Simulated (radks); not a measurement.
Values are calculated unless marked as measured or tabulated.
Task: Spherical quantum dot in the effective-mass picture: electrons in a parabolic well V = omega^2 r^2 / 2 with omega = 2.98, all in effective atomic units (hartree* = m*/eps^2 hartree, bohr* = eps/m* bohr), one dielectric constant everywhere. Level of theory: non-relativistic Kohn-Sham, r2SCAN, spin-polarised, spherical densities, generalised Kohn-Sham scheme (a radial shooting solver with Libxc functionals). Levels are named by radial order and angular momentum (1s, 1p, 1d, 2s, ...), and open shells are averaged over m. Results are scaled to m* = 0.329 and eps = 7.8, for which hartree* = 147.1 meV and bohr* = 1.255 nm. At N = 16 the configuration is 1s2 1p6 1d(up 5, down 3). Does electron 17 go into 2s down or 2s up or 1d down?

Result: Into 1d down. The total energies of the other choices lie higher by 24.4 meV (2s up), 32.7 meV (2s down).
